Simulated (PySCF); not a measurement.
Fractional electron number in Ge²⁺ (germanium, charge +2)

The 4s beta orbital of [Ar] 3d10 4s2 is emptied in steps (occupation f), with all orbitals relaxed, ending at [Ar] 3d10 4s1. All numbers are calculated (PySCF 2.14, scalar relativity through the core potential, in aug-cc-pVDZ-PP with ECP10MDF). The exact energy is a straight line in f; departures are measured from the line between the end points of the same method.

| f | UHF (eV) | LDA (eV) | PBE (eV) | PBE0 (eV) | r2SCAN (eV) | LC-wPBE (eV) | BHandHLYP (eV) | wB97X (eV) | CAM-B3LYP (eV) | B3LYP (eV) |
| --- | --- | --- | --- | --- | --- | --- | --- | --- | --- | --- |
| 1 | 0.000 | 0.000 | 0.000 | 0.000 | 0.000 | 0.000 | 0.000 | 0.000 | 0.000 | 0.000 |
| 0.8 | 0.036 | -0.830 | -0.828 | -0.606 | -0.713 | -0.126 | -0.421 | -0.205 | -0.405 | -0.673 |
| 0.6 | 0.053 | -1.243 | -1.246 | -0.910 | -1.056 | -0.191 | -0.638 | -0.290 | -0.612 | -1.013 |
| 0.4 | 0.052 | -1.239 | -1.250 | -0.911 | -1.046 | -0.201 | -0.646 | -0.258 | -0.618 | -1.018 |
| 0.2 | 0.034 | -0.823 | -0.835 | -0.607 | -0.692 | -0.144 | -0.439 | -0.135 | -0.419 | -0.684 |
| 0 | 0.000 | 0.000 | 0.000 | 0.000 | 0.000 | 0.000 | 0.000 | 0.000 | 0.000 | 0.000 |

**Question.** For LC-wPBE, how does the orbital energy at f = 1 compare with the removal energy?

**Answer.** −ε = 33.162 eV against a total-energy difference of 33.965 eV. By Janak's theorem ε = ∂E/∂f, so the gap between them reflects the curvature. Along the path −ε is 33.491 (f = 0.8), 33.779 (f = 0.6), 34.063 (f = 0.4), 34.454 (f = 0.2) eV.

```csv
method,E(f=0) − E(f=1) (eV),−ε at f=1 (eV),−ε at f=0.4 (eV)
UHF,32.211,32.445,32.162
LDA,34.768,29.577,35.823
PBE,34.327,29.164,35.350
PBE0,33.988,30.209,34.742
r2SCAN,34.051,29.537,34.979
LC-wPBE,33.965,33.162,34.063
BHandHLYP,33.934,31.318,34.422
wB97X,34.202,32.873,34.620
CAM-B3LYP,34.406,31.888,34.882
B3LYP,34.443,30.249,35.263
```

As f goes to zero the orbital energy of a semilocal functional can turn back, because the density of that orbital vanishes from the exchange-correlation potential.

Reference removal energy between the ground levels: 34.058 eV (measured; NIST Atomic Spectra Database, ionization energies). UHF lacks correlation.
